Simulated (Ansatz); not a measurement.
Ansatz (a quantum-chemistry and plane-wave program) input (B3LYP-D3(BJ)/def2-TZVP):

Ansatz 0.2 input:
```yaml
crystal:
  periodic: [false, false, false]
  atoms:
    - {symbol: O, position_ang: [-1.20889129, -0.76403966, -0.02986458]}
    - {symbol: B, position_ang: [-0.04327356, -0.02734962, -0.00106903]}
    - {symbol: O, position_ang: [-0.19650309, 1.32221853, 0.14710347]}
    - {symbol: O, position_ang: [1.11474626, -0.74187338, -0.12441910]}
    - {symbol: H, position_ang: [0.60527911, 1.85702596, 0.00836275]}
    - {symbol: H, position_ang: [1.93627361, -0.25072184, 0.05442404]}
basis:
  gaussian:
    orbitals: def2-TZVP
hamiltonian:
  xc: b3lyp
  dispersion: d3bj
magnetization: {spin_polarized: true, initial_magnetization: 1}
relax: {f_tol: 0.002, max_steps: 150}
```

End of the output:

```
mean field evaluation 96: about -6854.8447 eV, gradient 3.4e-3 eV
mean field -6854.84471764 eV, -251.9108969928 hartree, gradient 9.2e-6 eV, S^2 0.752836; 0 other end points of the search recorded, 0 dependent functions left out
the calculation of the forces begins
reference -6854.84491854 eV, -251.9109043754 hartree; 16, 15 occupied and 120, 121 virtual orbitals, 710 factors
relax step   7: F+E_penalty+E_count = -6854.96583166 eV  Δ(F+E_penalty+E_count) = -1.819e-5 eV  max|allowed force component| = 1.751e-3 eV/Å  Δτ_max = 0.0048 Å  (54 SCF iters, accepted)
these checks for a lower state are left out or cut short: starts, cluster_reference, orbital_swaps, neighbouring_geometries, increment
integrals: 0.04 GiB planned
710 factors; their error is unknown
mean field: 0.53 GiB planned
mean field -6854.84472500 eV, -251.9108972632 hartree, gradient 8.9e-6 eV, S^2 0.752833; 0 other end points of the search recorded, 0 dependent functions left out
the calculation of the forces begins
reference -6854.84492586 eV, -251.9109046445 hartree; 16, 15 occupied and 120, 121 virtual orbitals, 710 factors
relax step   8: F+E_penalty+E_count = -6854.96583503 eV  Δ(F+E_penalty+E_count) = -3.364e-6 eV  max|allowed force component| = 2.105e-3 eV/Å  Δτ_max = 0.0035 Å  (55 SCF iters, accepted)
these checks for a lower state are left out or cut short: starts, cluster_reference, orbital_swaps, neighbouring_geometries, increment
integrals: 0.04 GiB planned
710 factors; their error is unknown
mean field: 0.53 GiB planned
mean field -6854.84472243 eV, -251.9108971687 hartree, gradient 1.6e-5 eV, S^2 0.752833; 0 other end points of the search recorded, 0 dependent functions left out
the calculation of the forces begins
reference -6854.84492328 eV, -251.9109045499 hartree; 16, 15 occupied and 120, 121 virtual orbitals, 710 factors
relax step   9: F+E_penalty+E_count = -6854.96583506 eV  Δ(F+E_penalty+E_count) = -3.624e-8 eV  max|allowed force component| = 2.014e-3 eV/Å  Δτ_max = 0.0004 Å  (42 SCF iters, accepted)
these checks for a lower state are left out or cut short: starts, cluster_reference, orbital_swaps, neighbouring_geometries, increment
integrals: 0.04 GiB planned
710 factors; their error is unknown
mean field: 0.53 GiB planned
mean field evaluation 128: about -6854.8447 eV, gradient 2.2e-5 eV
mean field -6854.84472343 eV, -251.9108972053 hartree, gradient 1.8e-6 eV, S^2 0.752833; 0 other end points of the search recorded, 0 dependent functions left out
the calculation of the forces begins
reference -6854.84492428 eV, -251.9109045865 hartree; 16, 15 occupied and 120, 121 virtual orbitals, 710 factors
relax step  10: F+E_penalty+E_count = -6854.96583515 eV  Δ(F+E_penalty+E_count) = -9.279e-8 eV  max|allowed force component| = 2.069e-4 eV/Å  Δτ_max = 0.0001 Å  (43 SCF iters, accepted)
integrals: 0.04 GiB planned
710 factors; their error is unknown
mean field: 0.53 GiB planned
mean field evaluation 160: about -6854.5165 eV, gradient 5.6e0 eV
mean field -6854.84472343 eV, -251.9108972053 hartree, gradient 1.8e-6 eV, S^2 0.752833; 3 other end points of the search recorded, 0 dependent functions left out
the calculation of the forces begins
reference -6854.84492428 eV, -251.9109045865 hartree; 16, 15 occupied and 120, 121 virtual orbitals, 710 factors
Total energy: -6854.96603601 eV, -251.9153553604 hartree
Atom 0 at    -1.206697    -0.762655    -0.029803 Å, force    -0.000018    -0.000021     0.000024 eV/Å
Atom 1 at    -0.041964    -0.026522    -0.001034 Å, force     0.000101     0.000108    -0.000119 eV/Å
Atom 2 at    -0.193933     1.325057     0.132977 Å, force    -0.000058    -0.000207     0.000070 eV/Å
Atom 3 at     1.117911    -0.741081    -0.110177 Å, force    -0.000189     0.000017     0.000045 eV/Å
Atom 4 at     0.601689     1.851927     0.022360 Å, force     0.000087     0.000048    -0.000036 eV/Å
Atom 5 at     1.930625    -0.251466     0.040215 Å, force     0.000077     0.000055     0.000014 eV/Å
Dipole moment:     0.692328     0.437558     0.017122 e Å
```

It need not be the lowest isomer of its formula.
